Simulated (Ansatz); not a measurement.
Job for Ansatz (a first-principles code): U-PBE/def2-TZVPP on O (SMILES [O]).

Ansatz 0.2 input:
```yaml
crystal:
  periodic: [false, false, false]
  atoms:
    - {symbol: O, position_ang: [0.00000000, 0.00000000, 0.00000000]}
basis:
  gaussian:
    orbitals: def2-TZVPP
hamiltonian:
  xc: {name: PBE}
magnetization: {spin_polarized: true, initial_magnetization: 2}
```

Program output:

```
WARN ansatz: RAYON_NUM_THREADS=4 ignored (pool sized by the plan → 4); use --threads N
Functional definition: PBE
integrals: 0.00 GiB planned
151 factors; their error is unknown
mean field: 0.07 GiB planned
mean field evaluation 1: about -2040.8264 eV, gradient 1.0e1 eV
mean field evaluation 2: about -2040.8355 eV, gradient 9.2e0 eV
mean field evaluation 4: about -2041.1190 eV, gradient 2.6e-2 eV
mean field evaluation 8: about -2041.1171 eV, gradient 7.3e-4 eV
mean field evaluation 16: about -2041.1171 eV, gradient 2.7e-5 eV
mean field evaluation 32: about -2041.1171 eV, gradient 1.8e-5 eV
mean field -2041.11713282 eV, -75.0096711124 hartree, gradient 5.6e-5 eV, S^2 2.002783; 2 other end points of the search recorded, 0 dependent functions left out
reference -2041.11714629 eV, -75.0096716071 hartree; 5, 3 occupied and 26, 28 virtual orbitals, 151 factors
Total energy: -2041.11714629 eV, -75.0096716071 hartree
```

The run converged.

Cost: very roughly 0.3 core-seconds.
